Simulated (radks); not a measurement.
Values are calculated unless marked as measured or tabulated.
Q: The mean radii <r> (bohr) of the occupied orbitals of an atom or ion are listed with their occupations. Code: a radial shooting solver on a logarithmic mesh with Libxc functionals. Model: scalar-relativistic Kohn-Sham, PBE, spin-unpolarised, spherical densities, point nucleus.

| orbital | occ. | <r> |
|---|---|---|
| 1s | 2 | 0.04250 |
| 2s | 2 | 0.1753 |

Name the element and its charge.

A: Z = 35, bromine, charge +31: Br31+ in [He] 2s2. The 1s radius gives Z: for a bare nucleus <r> = (2 gamma + 1)/(2Z) with gamma = sqrt(1 - (Z/c)^2), 0.04191 bohr for Z = 35, and screening makes it slightly larger (0.04250 here). The occupations add up to 4, and the charge is Z minus that.
